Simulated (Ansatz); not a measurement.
Input file for Ansatz (a first-principles code): R-RI-MP2/cc-pV(Q+d)Z on BF2H3Si (SMILES FB(F)[SiH3]), a point of a torsion scan. Files ending in .json are basis or fitting sets from the Basis Set Exchange.

Ansatz 0.2 input:
```yaml
crystal:
  periodic: [false, false, false]
  atoms:
    - {symbol: F, position_ang: [1.80786159, -1.22713955, 0.01131279]}
    - {symbol: B, position_ang: [1.15339626, -0.07938423, 0.00399525]}
    - {symbol: F, position_ang: [1.97807063, 0.95268439, -0.00183999]}
    - {symbol: Si, position_ang: [-0.82500134, 0.06529583, 0.00248339]}
    - {symbol: H, position_ang: [-1.41451370, -0.56812602, 1.18752435]}
    - {symbol: H, position_ang: [-1.28416562, 1.45639117, -0.01680512]}
    - {symbol: H, position_ang: [-1.41562669, -0.60135677, -1.16356161]}
basis:
  gaussian:
    orbitals: cc-pV_Q+d_Z.json
    fitting: {mean_field: def2-universal-JKFIT, correlation: cc-pVQZ-RIFIT.json}
magnetization: {spin_polarized: false}
correlation: {method: mp2, electrons: outside_noble_gas}
scf: {lower_state_search: off}
```

Program output:

```
WARN ansatz: RAYON_NUM_THREADS=1 ignored (pool sized by the plan → 1); use --threads N
Functional definition: HF
these checks for a lower state are left out or cut short: stability, starts, cluster_reference, orbital_swaps, neighbouring_geometries, increment
integrals: 0.35 GiB planned
411 factors; integrals over basis functions are off by at most 6.0e0 eV
mean field: 0.58 GiB planned
mean field evaluation 1: about -13997.1108 eV, gradient 3.4e1 eV
mean field evaluation 2: about -13998.9863 eV, gradient 2.1e1 eV
mean field evaluation 4: about -13999.5985 eV, gradient 4.8e-1 eV
mean field -13999.59962857 eV, -514.4757970805 hartree, gradient 2.0e-6 eV, S^2 0.000000; 0 other end points of the search recorded, 0 dependent functions left out
8 core orbitals not correlated
719 factors; their error is unknown
reference -13999.59962857 eV, -514.4757970805 hartree; 12, 12 occupied and 299, 299 virtual orbitals, 719 factors
second order -21.30277183 eV of doubles, -0.00000000 eV of singles
Total energy: -14020.90240041 eV, -515.2586595059 hartree
Checks for a lower state left out: stability, starts, cluster_reference, orbital_swaps, neighbouring_geometries, increment
```

Self-consistency was reached.

Cost: about 5 core-seconds (a rough figure).
